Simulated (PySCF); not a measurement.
C3H8Cl3NSi2.
Atom-mapped SMILES: `[Cl:1][C:2]([Cl:3])([Cl:4])[C@H:5]1[CH2:6][SiH2:7][NH:8][SiH2:9]1` (hydrogens: H10 on C5; H11, H12 on C6; H13, H14 on Si7; H15 on N8; H16, H17 on Si9)

Computed with PBE0-D3(BJ)/def2-SVP geometry optimisation, gas phase (PySCF 2.14.0).

Task: Give the optimised bond lengths and angles.

Result: 
```json
{"bond": "Cl1–C2, C2–Cl3, C2–Cl4", "length (Å)": "1.787"}
{"bond": "C2–C5", "length (Å)": "1.517"}
{"bond": "C5–C6", "length (Å)": "1.534"}
{"bond": "C6–Si7", "length (Å)": "1.890"}
{"bond": "Si7–N8", "length (Å)": "1.744"}
{"bond": "N8–Si9", "length (Å)": "1.743"}
{"bond": "C5–Si9", "length (Å)": "1.923"}
{"bond": "C5–H10", "length (Å)": "1.105"}
{"bond": "C6–H11", "length (Å)": "1.103"}
{"bond": "C6–H12", "length (Å)": "1.101"}
{"bond": "Si7–H13", "length (Å)": "1.496"}
{"bond": "Si7–H14", "length (Å)": "1.499"}
{"bond": "N8–H15", "length (Å)": "1.014"}
{"bond": "Si9–H16", "length (Å)": "1.493"}
{"bond": "Si9–H17", "length (Å)": "1.494"}
```

Bonds in one row agree within 0.01 Å and their mean is given. A selection of angles:
```json
{"angle": "Cl1–C2–Cl3", "degrees": "108.3"}
{"angle": "Cl1–C2–C5", "degrees": "109.1"}
{"angle": "Cl3–C2–C5", "degrees": "111.1"}
{"angle": "C2–C5–C6", "degrees": "114.3"}
{"angle": "C2–C5–Si9", "degrees": "114.5"}
{"angle": "C6–C5–Si9", "degrees": "109.1"}
{"angle": "C5–C6–Si7", "degrees": "108.2"}
{"angle": "C6–Si7–N8", "degrees": "98.6"}
{"angle": "Si7–N8–Si9", "degrees": "115.8"}
{"angle": "C5–Si9–N8", "degrees": "97.7"}
{"angle": "H15–N8–Si7", "degrees": "122.3"}
{"angle": "H15–N8–Si9", "degrees": "121.6"}
```

Torsions: Cl1–C2–C5–C6 -179° (antiperiplanar); C2–C5–C6–Si7 164° (antiperiplanar); C5–C6–Si7–N8 -29° (synperiplanar); C6–Si7–N8–Si9 12° (synperiplanar); Si7–N8–Si9–C5 5° (synperiplanar); C2–C5–Si9–N8 -154° (antiperiplanar).

Si7 (SiH2 silicon) is distorted tetrahedral (angles from 98.6° to 113.2°). Of the pairs four or more bonds apart, Cl4···H11 is among the closest relative to their van der Waals radii: 2.68 Å, 91 % of the sum of Bondi's values. N8 (nitrogen bridging silicon atoms) is planar (angles 122.3°, 121.6° and 115.8°, sum 359.6°, 0.05 Å off the plane of its three neighbours). Si9 (SiH2 silicon) is distorted tetrahedral (angles from 97.7° to 114.0°). The 2 C–Si bonds span 1.890 Å (C6–Si7, drawn single) to 1.923 Å (C5–Si9, drawn single), a spread of 0.033 Å. The 5-membered ring C5–C6–Si7–N8–Si9 has internal angles of 97.7° to 115.8°; it is puckered, 0.16 Å rms from its mean plane, widest ring torsion 34°.

Point group: C1 (no symmetry element, even within 0.4 Å). PBE0-D3(BJ)/def2-SVP frequencies: not computed here. One conformer, not necessarily the lowest.

On one thread of an Arm Neoverse N1, on a shared host, this took 3.2 min of wall time and 0.88 GiB of memory at its peak. These figures are those of the optimisation.
